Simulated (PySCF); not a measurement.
These compounds are isomers of formula C5H8NPSi.

A. SMILES C=C/C([SiH3])=P\CC#N
B. SMILES C#CC(=C)/C=N\[SiH2]P
C. SMILES N1=CP=C([SiH3])C(C)=C1

Spectrum 1. ¹H NMR (400 MHz, computed): δ 8.87 (m, 1H), 6.28 (m, 1H), 6.27 (m, 1H), 5.75 (m, 2H), 2.83 (s, 1H), 1.15 (m, 2H). ¹³C{¹H} NMR (computed): δ 176.4 (CH), 140.1 (CH2), 133.3 (C), 90.4 (CH), 86.4 (C).

Spectrum 2. ¹H NMR (400 MHz, computed): δ 10.58 (m, 1H), 9.00 (m, 1H), 4.72 (m, 3H), 2.61 (s, 3H). ¹³C{¹H} NMR (computed): δ 188.9 (CH), 181.9 (C), 151.4 (CH), 143.5 (C), 24.5 (CH3).

Spectrum 3. ¹H NMR (400 MHz, computed): δ 7.37 (m, 1H), 5.39 (m, 1H), 5.26 (m, 1H), 4.50 (m, 3H), 2.91 (m, 2H). ¹³C{¹H} NMR (computed): δ 224.3 (C), 152.8 (CH), 121.4 (CH2), 121.3 (C), 17.5 (CH2).

All values are calculated (PySCF 2.14): GFN2-xTB structure, NMR shieldings at PBE0/pcSseg-1/GIAO. Equivalent nuclei averaged, no solvent, non-relativistic, a single conformation.

δ = σ(ref) − σ, references computed at the same level: ¹H, ¹³C vs TMS. Splittings of carbon signals by F and P are missing where no couplings were computed. Where no couplings were computed, multiplicities follow the n + 1 count of equivalent neighbours, and m marks all less simple cases (inequivalent or close neighbours, rings, F or P nearby). Shifts are as computed. Against solution values, carbons near 30 ppm lie about +3 ppm off and those near 130 ppm about +5 ppm. Of 1309 compounds with measured shifts, 239 miss one by over three times the rms of a fit or turn the order of signals round; such compounds aren't used in these exercises.

Match each spectrum to its structure.

Answers

1–B, 2–C, 3–A.

- Spectrum 1 (B): 5 ¹³C signals; δC 140.1 is a terminal =CH2 carbon; δC 133.3 is a fully substituted alkene carbon.
- Spectrum 2 (C): 5 ¹³C signals; δC 188.9 is an aromatic CH next to a ring nitrogen; δC 151.4 is an aromatic CH next to a ring nitrogen.
- Spectrum 3 (A): 5 ¹³C signals; δC 152.8 is an alkene CH; δC 121.4 is a terminal =CH2 carbon.
